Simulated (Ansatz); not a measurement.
Correlation energies of C$_{3}$H$_{6}$OSi (`C=C1[SiH2]C1O`) by basis set

Cartesian coordinates in Å:
```
C 0.657 -1.049 1.284
C -0.032 -0.192 0.540
Si -0.010 1.730 0.519
C -0.711 -0.246 -0.677
O -0.163 -0.657 -1.830
H 1.264 -0.706 2.114
H 0.612 -2.120 1.101
H 0.787 2.025 -0.718
H -1.401 2.118 0.113
H -1.765 -0.026 -0.771
H 0.764 -0.875 -1.674
```

Charge 0, multiplicity 1. The structure was optimised at the PBE0-D4/def2-TZVP level. It is one conformer, not always the lowest. Frozen core, restricted reference, Ansatz 0.2.0. CBS rows extrapolate triple and quadruple zeta; past MP2 they add the triple-zeta difference.

```json
{"basis": "def2-TZVPP", "HF (Eh)": "?", "MP2 corr.": "?", "CCSD corr.": "-0.89629", "(T)": "-0.04653", "CCSD(T) total": "?"}
{"basis": "def2-QZVPP", "HF (Eh)": "?", "MP2 corr.": "-0.92166", "CCSD corr.": "–", "(T)": "–", "CCSD(T) total": "–"}
{"basis": "CBS(def2)", "HF (Eh)": "-480.85200", "MP2 corr.": "?", "CCSD corr.": "-0.99823", "(T)": "as TZ", "CCSD(T) total": "?"}
```

Q: Fill in the withheld values. (Estimate.)

A: The calculation gave: def2-TZVPP HF (Eh): -480.83217; def2-TZVPP MP2 corr.: -0.86311; def2-TZVPP CCSD(T) total: -481.77499; def2-QZVPP HF (Eh): -480.84960; CBS(def2) MP2 corr.: -0.96504; CBS(def2) CCSD(T) total: -481.89676.
